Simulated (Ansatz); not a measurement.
Species: GeH$_{2}$, charge 0, multiplicity 1. SMILES: [GeH2]
Geometry: optimised at B3LYP-D3(BJ)/def2-TZVP (Ansatz, a program for electronic structure).

Wanted: vertical electron affinity (to the doublet state of charge -1; a negative value means that the extra electron is unbound and the number depends on the basis; each state is the SCF solution reached for its spin; for the singlet the Hartree-Fock reference is unstable and T1 is 0.013), in eV. Valence correlation only, unless marked. Open shells are spin-unrestricted. Spin-orbit coupling is left out. The frozen core is the preceding noble-gas configuration, with the filled d and f shells of earlier blocks. Non-relativistic. Anions need diffuse functions: aug- sets have them; def2-D sets add few. CBS(X,Y): correlation extrapolated as X^-3; Hartree-Fock from the larger set.

```
level                                 program  vertical electron affinity (eV)
------------------------------------  -------  -------------------------------
HF/def2-TZVPPD                         Ansatz                             0.45
HF/aug-cc-pVQZ                         Ansatz                             0.62
HF/def2-QZVPPD                         Ansatz                             0.57
PBE/def2-TZVPD                         Ansatz                             0.95
PBE0/def2-TZVPD                        Ansatz                             0.99
MP2/aug-cc-pVQZ                        Ansatz                             1.05
CCSD(T)/CBS(aug-cc-pVTZ,aug-cc-pVQZ)   Ansatz                             1.08
```
